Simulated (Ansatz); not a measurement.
Loss of H2: C2H4Cl2Si → C2H2Cl2Si + H2

Species: C2H4Cl2Si `C=C[SiH](Cl)Cl`, singlet; C2H2Cl2Si `C#C[SiH](Cl)Cl`, singlet; H2 (hydrogen), singlet. 

Shapes, held fixed at every level: PBE0-D4/def2-TZVP. Flexible molecules stand in one conformer, not always the lowest. Programs: Ansatz 0.2.0. The zero-point and thermal change to 298 K, harmonic and unscaled (PBE0-D4/def2-TZVP), is -27.1 kJ/mol.

(1) Estimate ΔH(298 K) of this reaction.

## Answers

(1) The highest level, CCSD(T)/CBS estimate, gives ΔH(298 K) = +153.6 kJ/mol; the levels span +143.6 to +181.6. The column of differences is taken from that level and isn't an error. No measured value is set beside it here. The CBS estimate extrapolates MP2 from def2-TZVPP and def2-QZVPP and adds CCSD(T) − MP2 in the triple-zeta set, cores frozen; for H2 it overshoots the exact energy by about 1 mEh.

```csv
level,kind,ΔH(298 K) (kJ/mol),less CCSD(T)/CBS estimate
HF/def2-SVP,Hartree–Fock,+171.7,+18.1
HF/def2-TZVPP,Hartree–Fock,+156.8,+3.2
PBE-D4/def2-TZVPP,GGA,+169.4,+15.8
PBE0-D4/def2-TZVPP,global hybrid,+181.6,+28.0
B2PLYP/def2-TZVPP,double hybrid,+149.2,-4.4
MP2/def2-TZVPP,perturbation theory,+143.6,-10.0
CCSD/def2-TZVPP,coupled cluster or CI,+156.9,+3.3
CCSD(T)/CBS estimate,coupled cluster or CI,+153.6,0.0
```
